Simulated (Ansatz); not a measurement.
A made-up structure of CH3Se, doublet:

C1  (-0.098, -0.111, 0.087)
Se2  (1.168, 1.067, -0.776)
H3  (0.174, -1.153, -0.070)
H4  (-0.180, 0.121, 1.147)
H5  (2.084, 2.238, -1.040)
(Å)

It is relaxed with PBE-D4/def2-SVP and then PBE0-D4/def2-TZVP (Ansatz 0.2.0). Atoms count as bonded within 1.22 times the sum of their covalent radii (H–H: 0.88 Å). The end point is not checked to be a true minimum.

(1) Does its bonding change? (A judgement: the text doesn't fix the answer.)

Results:

(1) The calculation gives: No: no bond forms or breaks.

Where it ends: The first stage lowers the energy by 2.44 eV in 15 steps. It ends as CH₃Se ([CH2][SeH]):
C1  (0.304, -0.051, 0.105)
Se2  (1.295, 0.784, -1.214)
H3  (-0.060, -1.044, -0.108)
H4  (0.081, 0.444, 1.037)
H5  (1.529, 2.029, -0.471)
(Å)

Labels in which every atom is bracketed show which atoms are joined, not bond orders.

For scale, one of the runs: PBE0-D4/def2-TZVP relaxation, 97 basis functions, launched by `ansatz run in.yaml --threads 2 --pin off --events-out ev --progress --plain --max-ram 4352MiB`. Hardware: 2 CPU threads of an Intel Xeon 6975P-C, shared host. Wall time about 11 s.
